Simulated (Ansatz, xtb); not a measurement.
**C5H2F3N: which of two isomers lies lower**

Structure I is `N#CC1=C(C(F)(F)F)C1`, a singlet and structure II is `N#CC1=C[C@@H]1C(F)(F)F`, a singlet. Both are isolated molecules in the gas phase, relaxed with r2SCAN-D4/def2-SVP.

**Question.** Estimate E(II) − E(I) at the level CCSD(T)/def2-SVP + ΔMP2/def2-TZVPP.

**Answer.** Calculated at CCSD(T)/def2-SVP + ΔMP2/def2-TZVPP: E(II) − E(I) = −0.214 eV, so structure II lies lower.

Level by level:

```csv
level,geometry,E(II) − E(I) (eV),departure from the last row (eV),"job, with rough time for the two"
GFN2-xTB,GFN2-xTB,−0.181,+0.032,"optimisation, 0.16 s"
HF/STO-3G,GFN2-xTB,−0.075,+0.138,"single point, 0.32 s"
r2SCAN-D4/def2-SVP//GFN2-xTB,GFN2-xTB,−0.197,+0.016,"single point, 2.9 s"
r2SCAN-D4/def2-SVP,r2SCAN-D4/def2-SVP,−0.205,+0.009,"optimisation, 21 s"
HF/def2-SVP,r2SCAN-D4/def2-SVP,−0.251,−0.037,part of the CCSD(T) run
MP2/def2-SVP,r2SCAN-D4/def2-SVP,−0.202,+0.011,part of the CCSD(T) run
CCSD(T)/def2-SVP,r2SCAN-D4/def2-SVP,−0.211,+0.003,single point
CCSD(T)/def2-SVP + ΔMP2/def2-TZVPP,r2SCAN-D4/def2-SVP,−0.214,,"single point, 66 s"
```

As drawn, both hold the same kinds of bond in the same numbers.

The levels shown agree on the order. The largest departure from CCSD(T)/def2-SVP + ΔMP2/def2-TZVPP is that of HF/STO-3G, 0.138 eV. The last row adds to CCSD(T) the change of the MP2 difference between the two basis sets, here −0.003 eV.

With thermal terms from frequencies at re-optimised GFN2-xTB minima (ideal gas, soft modes damped towards free rotors, one conformer each, 298.15 K, 1 atm): the zero-point term adds −0.015 eV; ΔH is −0.233 and ΔG −0.214 eV.

The correlated steps freeze 9 core orbitals. Mirror images aren't counted in ΔG. Programs: Ansatz 0.2.0, xtb 6.7.1; the last row on 4 threads of Arm Neoverse V2 on a shared host.
